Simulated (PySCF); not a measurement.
Compound: HC7O radical, C7HO (doublet state).
Bonds: C1–C2 (triple), C2–C3, C3–C4 (triple), C4–C5, C5–C6 (triple), C6–C7, C7–O8 (double). Hydrogens: H9 on C1.

Computed, not measured: PySCF 2.14.0, PBE0-D3(BJ)/def2-SVP geometry optimisation, gas phase.

What internal coordinates does the optimisation give?

| bond | length (bohr) | order |
| --- | --- | --- |
| C1≡C2 | 2.321 | triple |
| C2–C3 | 2.536 | single |
| C3≡C4 | 2.373 | triple |
| C4–C5 | 2.475 | single |
| C5≡C6 | 2.410 | triple |
| C6–C7 | 2.443 | single |
| C7=O8 | 2.206 | double |
| C1–H9 | 2.031 | single |

Orders are formal, as drawn. A selection of angles:
| angle | degrees |
| --- | --- |
| C2–C1–H9 | 179.9 |
| C1–C2–C3 | 179.8 |
| C2–C3–C4 | 179.9 |
| C3–C4–C5 | 179.9 |
| C4–C5–C6 | 179.7 |
| C5–C6–C7 | 179.6 |
| C6–C7–O8 | 179.8 |

The C–C distances run from 1.228 Å (C1≡C2, drawn triple in a drawing that doesn't fit all lengths) to 1.342 Å (C2–C3, drawn single in a drawing that doesn't fit all lengths), a spread of 0.114 Å.

Point group: C∞v (every atom within 0.08 Å of its image). PBE0-D3(BJ)/def2-SVP frequencies: not computed here. ⟨S²⟩ = 0.795 (exact for a doublet: 0.75).
